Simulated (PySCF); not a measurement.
Computed XPS line lists of a few unrelated compounds.

The calculation used PySCF 2.14.0, delta-SCF UKS SCAN, pcX-2 on the ionised atom, pcseg-1 elsewhere, spin-free X2C. Geometries: PBE0-D3(BJ)/def2-SVP; isolated species, one conformer each.

Line lists (1s up to Mg, 2p3/2 beyond, nothing for Br; areas count atoms within a level, one atom standing for each set equivalent by bonding):
1. C 1s: 290.57 (area 1), 290.64 (area 1), 292.18 (area 1) eV; O 1s: 537.55 eV; Si 2p3/2: 106.38 (area 1), 106.81 (area 1) eV; P 2p3/2: 136.15 eV
2. C 1s: 290.95 (area 1), 291.04 (area 1), 291.86 (area 1) eV
3. C 1s: 290.47 (area 1), 290.51 (area 1), 290.69 (area 1), 290.77 (area 1), 290.98 (area 1), 293.09 (area 1) eV; O 1s: 537.43 eV

Structures:
A. `CC(C)O[Si@@H]([SiH3])P`
B. `CCCBr`
C. `CC[C@@H](C)C(C)=O`

Problem. Which list belongs to which compound?

Solution. 
- 1 = A: no other candidate has this set of levels. C 1s: 290.57 methyl carbon, 290.64 methyl carbon, 292.18 sp3 carbon bound to oxygen; O 1s: 537.55 silyl ether oxygen; Si 2p3/2: 106.38 SiH3 silicon, 106.81 oxygen-bound silicon; P 2p3/2: 136.15 three-coordinate phosphorus.
- 2 = B: no other candidate has this set of levels. C 1s: 290.95 methyl carbon, 291.04 chain CH2 carbon, 291.86 sp3 C–Br carbon.
- 3 = C: no other candidate has this set of levels. C 1s: 290.47 chain CH2 carbon, 290.51 methyl carbon, 290.69 sp3 carbon next to a carbonyl, 290.77 methyl carbon, 290.98 methyl carbon next to a carbonyl, 293.09 ketone carbonyl carbon; O 1s: 537.43 ketone oxygen.

Spin–orbit and ligand-field terms were added within each 2p shell after the spin-free SCF.
